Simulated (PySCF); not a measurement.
Species: C4H8O, net charge 0, singlet state. SMILES: CC(C)C=O
Geometry from a B3LYP-D3(BJ)/def2-TZVP (Ansatz) optimisation:
```xyz
13

C     -0.9868    -1.0345    -0.5714
C      0.2349    -0.1271    -0.5322
C      1.5114    -0.8618    -0.0973
C      0.0326     1.0792     0.3547
O     -0.9610     1.3209     0.9886
H     -1.1896    -1.4491     0.4171
H     -1.8755    -0.4871    -0.8844
H     -0.8250    -1.8619    -1.2638
H      0.4211     0.2867    -1.5337
H      1.7453    -1.6630    -0.7989
H      2.3703    -0.1888    -0.0571
H      1.3812    -1.3061     0.8917
H      0.9065     1.7668     0.3973
```

Dispersion corrections to the total energy (kcal/mol) from the dftd3 and dftd4 libraries through PySCF: D3(BJ) without and D4 with the three-body term, each with the damping fitted for the functional named.

| functional | D3(BJ) | D4 |
|---|---|---|
| PBE | -5.88 | -5.31 |
| B2GP-PLYP | [?] | -2.20 |
| HSE06 | -3.54 | -4.07 |
| HF | [?] | -20.17 |
| BP86 | -8.65 | -6.85 |
| r2SCAN | -1.63 | [?] |
| LC-wPBE | -5.21 | -5.82 |

Problem. What belongs in the gaps?

Solution. 
- B2GP-PLYP, D3(BJ): -3.03
- HF, D3(BJ): -44.27
- r2SCAN, D4: -1.36
